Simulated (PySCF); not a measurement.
**A small calculation by hand: chemical shift, span and skew from a shielding tensor**

SiHFClBr, SMILES F[SiH](Cl)Br. Atoms are numbered in the order given.

```xyz
5

Si    -0.5886    -0.5420     0.3432
F     -0.9190    -1.6931    -0.7385
Cl    -1.9688     0.9563     0.1172
Br     1.4471     0.2197    -0.0527
H     -0.6677    -1.1198     1.6951
```

Geometry: B3LYP-D3(BJ)/def2-SVP.

GIAO shieldings from PBE0/pcSseg-1 run with PySCF, non-relativistic, no solvent. The symmetric part of the tensor of Si1 has the principal values 310.3, 347.6, 359.8 ppm. The same nucleus in TMS has σ = 352.7 ppm at this level (PySCF, at its B3LYP-D3(BJ)/def2-TZVP geometry). Without spin–orbit terms, shifts of atoms bonded to Cl or Br come out too high.

Task: Work out the isotropic shielding, the ²⁹Si shift against TMS, the span and the skew.

Result: 
σ(iso) = (σ11 + σ22 + σ33)/3 = 339.2 ppm. δ = σ(ref) − σ(iso) = 352.7 − (339.2) = 13.5 ppm.
Span Ω = σ33 − σ11 = 49.5 ppm. Skew κ = 3(σ(iso) − σ22)/Ω = -0.51. Tumbling in solution averages the tensor to δ; in a static solid the shielding alone would spread this spin-1/2 line over Ω.
